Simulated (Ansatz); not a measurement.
```yaml
crystal:
  periodic: [false, false, false]
  atoms:
    - {symbol: B, position_ang: [-1.159632, 0.512928, -0.559158]}
    - {symbol: N, position_ang: [-0.899987, -0.698655, 0.078796]}
    - {symbol: C, position_ang: [0.507294, -0.777289, 0.497342]}
    - {symbol: Si, position_ang: [0.776887, 0.975733, -0.250732]}
    - {symbol: H, position_ang: [-2.213351, 0.851056, -1.003307]}
    - {symbol: H, position_ang: [-1.533807, -1.465788, 0.266244]}
    - {symbol: H, position_ang: [0.618692, -0.868987, 1.581345]}
    - {symbol: H, position_ang: [1.042784, -1.601427, 0.017839]}
    - {symbol: H, position_ang: [1.185091, 2.006327, 0.745394]}
    - {symbol: h, position_ang: [1.759130, 1.014901, -1.370864]}
basis:
  gaussian: {orbitals: aug-pcseg-2, point_charges: [{charge: -1.00, position_ang: [5.321, -0.173, -0.580]}]}
hamiltonian: {xc: {name: PBEsol}, dispersion: d3bjatm}
accuracy: high
output: {forces: true}
```

```sh
$ ansatz run in.yaml --threads 2 --pin off --events-out ev --progress --plain --max-ram 4352MiB
```

Shortened log:

```
Error: YAML parse error: error: line 13 column 16: `h` is not an element symbol (H … Og, case-exact)
11 |     - {symbol: H, position_ang: [1.042784, -1.601427, 0.017839]}
12 |     - {symbol: H, position_ang: [1.185091, 2.006327, 0.745394]}
13 |     - {symbol: h, position_ang: [1.759130, 1.014901, -1.370864]}
14 | basis:
15 |   gaussian: {orbitals: aug-pcseg-2, point_charges: [{charge: -1.00, position_ang…
```

In this input an element symbol is wrong. The input was rejected before any iteration.
